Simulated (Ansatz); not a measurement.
Reaction (cleavage of the Si–Si bond): `O[SiH2][SiH2]Cl` + `NCF` → `FCN[SiH2]Cl` + `O[SiH3]`

Calculated with Ansatz (gas phase, PBE0-D4/def2-TZVP geometries, no zero-point term in ΔE). CBS: MP2 limit from def2 TZ/QZ plus the TZ coupled-cluster correction, frozen cores. Functionals use def2-TZVPP. B3LYP here is the variant with VWN-RPA as its local correlation; programs differ in this. HSE06 is defined as in plane-wave codes. Each species was taken in one conformer, which may not be the lowest.

`O[SiH2][SiH2]Cl`:

```xyz
9

O    -0.596    1.919    0.040
Si   -0.986    0.367   -0.359
Si    0.718   -1.052    0.415
Cl    2.470   -0.041   -0.059
H     0.314    2.184   -0.111
H    -2.294    0.077    0.278
H    -1.112    0.180   -1.833
H     0.718   -1.256    1.885
H     0.766   -2.377   -0.256
```

`NCF`:

Z-matrix (Å, degrees):
```
C
F 1 1.406
N 1 1.402 2 113.7
H 1 1.092 2 106.1 3 121.3
H 1 1.092 2 106.1 3 -121.3
H 3 1.010 1 112.8 2 62.5
H 3 1.010 1 112.8 2 -62.5
```

`FCN[SiH2]Cl`:

```xyz
10

F    -0.933   -1.904    1.011
C     0.151   -1.035    0.919
N    -0.248    0.254    0.513
Si   -0.116    0.875   -1.073
Cl    1.655    1.883   -1.399
H     0.616   -1.025    1.908
H     0.840   -1.467    0.189
H    -0.642    0.824    1.245
H    -0.127   -0.262   -2.017
H    -1.197    1.857   -1.296
```

`O[SiH3]`:

Cartesian coordinates in Å:
```
O 1.000 -0.224 -0.770
Si -0.180 0.039 0.350
H 0.759 -0.165 -1.695
H -0.758 1.406 0.229
H 0.472 -0.116 1.670
H -1.293 -0.941 0.217
```

```tsv
level	ΔE (kJ/mol)	difference from CCSD(T)/CBS
LDA (SPW92)	-45.3	15.0
PBE-D4	-38.5	21.8
revPBE-D4	-40.3	20.0
BLYP-D4	-51.9	8.4
r2SCAN-D4	-52.7	7.6
PBE0-D4	-45.4	14.9
B3LYP-D4	-56.4	3.9
r2SCANh-D4	-54.1	6.2
r2SCAN0-D4	-56.2	4.1
HSE06-D4	-45.3	15.0
BHLYP-D4	-63.4	-3.1
CAM-B3LYP-D4	-63.1	-2.8
ωB97X-V	-57.1	3.2
ωB97M-V	-62.9	-2.6
B2PLYP	-62.7	-2.4
PBE	-39.0	21.3
revPBE	-37.2	23.1
BLYP	-52.2	8.1
r2SCAN	-52.7	7.6
PBE0	-45.9	14.4
B3LYP	-57.4	2.9
r2SCANh	-54.1	6.2
HSE06	-45.9	14.4
BHLYP	-65.9	-5.6
CAM-B3LYP	-63.8	-3.5
RPA@PBE/def2-TZVPP	-63.0	-2.7
HF/def2-SVP	-69.9	-9.6
MP2/def2-SVP	-67.2	-6.9
CCSD(T)/def2-SVP	-60.1	0.2
HF/def2-TZVPP	-74.3	-14.0
MP2/def2-TZVPP	-69.8	-9.5
SCS-MP2/def2-TZVPP	-70.9	-10.6
CCSD/def2-TZVPP	-63.8	-3.5
CCSD(T)/def2-TZVPP	-62.0	-1.7
HF/def2-QZVPP	-75.8	-15.5
MP2/def2-QZVPP	-69.4	-9.1
SCS-MP2/def2-QZVPP	-70.5	-10.2
HF/CBS(def2)	-76.0	-15.7
MP2/CBS(def2)	-68.1	-7.8
CCSD/CBS(def2)	-62.1	-1.8
CCSD(T)/CBS	-60.3	0
```

Largest T1 diagnostic among the species: 0.011.

In def2-TZVPP, CCSD(T) changes the Hartree–Fock value by +12.3 kJ/mol (the triples alone add +1.8 kJ/mol) and MP2 by +4.5 kJ/mol. Leaving LDA and LC-ωPBE aside and taking each functional with its dispersion term where it has one, the values spread over 24.9 kJ/mol, from BHLYP-D4 to PBE-D4. LDA lies −6.3 kJ/mol from PBE without D4. From PBE to PBE0 (25 % exact exchange), in def2-TZVPP and without D4, ΔE moves by −7.0 kJ/mol.
